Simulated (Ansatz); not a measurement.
```xyz
29

C    -0.925    2.474    0.503
C    -0.939    0.971    0.215
C    -1.542    0.760   -1.171
C    -1.838    0.312    1.261
C     0.527    0.500    0.335
C     1.042   -0.873   -0.149
C     2.437   -1.040    0.460
C     1.198   -0.920   -1.669
C     0.184   -2.049    0.306
H    -0.482    2.683    1.481
H    -1.941    2.879    0.502
H    -0.346    3.015   -0.251
H    -0.917    1.202   -1.952
H    -2.526    1.235   -1.224
H    -1.678   -0.297   -1.403
H    -1.962   -0.757    1.095
H    -1.433    0.452    2.267
H    -2.834    0.765    1.239
H     0.781    0.585    1.400
H     1.151    1.248   -0.169
H     2.905   -1.965    0.112
H     3.090   -0.208    0.181
H     2.388   -1.076    1.552
H     1.690   -1.851   -1.967
H     0.242   -0.874   -2.191
H     1.815   -0.090   -2.024
H     0.676   -2.991    0.046
H    -0.797   -2.051   -0.174
H     0.033   -2.041    1.389
```

Charge 0, multiplicity 1.

(1) List the B3LYP/def2-TZVPP orbital energies in eV (Ansatz 0.2.0). (Best estimate.)

Results:

(1) Ansatz gave: Occupied: -277.00, -277.00, -276.45, -276.34, -276.34, -276.32, -276.32, -276.27, -276.27, -22.84, -21.87, -18.89, -18.80, -18.47, -18.45, -18.36, -15.05, -14.20, -12.63, -12.57, -12.49, -11.87, -11.59, -11.48, -10.99, -10.56, -10.43, -10.20, -9.92, -9.82, -9.74, -9.54, -9.01, -8.86, -8.61, -8.45, -8.06. Lowest empty: 0.56, 1.44, 1.84, 1.87, 2.04, 2.09, 2.29, 2.32.

B3LYP here is the variant with VWN-RPA as its local correlation; programs differ in this.
